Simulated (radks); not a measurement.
The thulium ion Tm2+, 67 electrons, occupied as [Kr] 4d10 4f13 5s2 5p5.5 6p0.5 (fractional occupations, a model configuration). Calculated with a radial shooting solver on a logarithmic mesh with Libxc functionals: scalar-relativistic Kohn-Sham, RPBE, spin-polarised, spherical densities, finite nucleus; open shells are filled with parallel spins first (spin-orbit coupling, left out, can overturn this in heavy ions); Fermi nuclear charge, rms radius 5.2256 fm.

Local quantities along the radius. ELF = 1/(1 + alpha^2) is the electron localisation function; alpha = (tau - tau_W)/tau_unif compares the Pauli kinetic energy density with that of the uniform gas (summed over spins). tau is taken from the large components.

```
   r/bohr * ELF (the largest magnitude, 0.999, reaches the edge; | marks zero)
0.0007274 |                                                      *
0.0009937 |                                                      *
 0.001358 |                                                      *
  0.00184 |                                                      *
 0.002513 |                                                      *
 0.003434 |                                                      *
 0.004691 |                                                      *
 0.006409 |                                                      *
 0.008686 |                                                     *
  0.01187 |                                                   *
  0.01621 |                                            *
  0.02215 |                         *
  0.03026 |                 *
    0.041 |                           *
  0.05602 |                                       *
  0.07653 |                                   *
   0.1046 |                  *
   0.1417 |                           *
   0.1936 |                                       *
   0.2645 |                     *
   0.3613 |                   *
   0.4936 |                                      *
   0.6689 |                              *
   0.9139 |                 *
    1.248 |                           *
    1.706 |                           *
     2.33 |      *
    3.158 |*
    4.314 |       *
    5.894 |     *
    8.052 *
```

On this mesh the ELF has minima near r = 0.030, 0.10, 0.31, 0.91, 3.2 bohr, which separate the shells, and maxima near 0.066 (0.73), 0.19 (0.73), 0.49 (0.71), 1.5 (0.56), 5.1 (0.16).

Self-consistent cycle (total energy in hartree, residual of the potential): 1: -13546.41089, 1e+01; 2: -13562.44639, 5e+00; 3: -13564.73430, 1e+00; 4: -13563.92518, 3e+00; 5: -13565.18593, 3e-01; 6: -13565.19987, 2e-01; 7: -13565.20897, 1e-01; 8: -13565.21137, 2e-02; 9: -13565.21143, 5e-03; 10: -13565.21144, 4e-04; 11: -13565.21144, 1e-04; 12: -13565.21144, 2e-05; 13: -13565.21144, 7e-06; 14: -13565.21144, 3e-07; 15: -13565.21144, 3e-07; 16: -13565.21144, 1e-08.
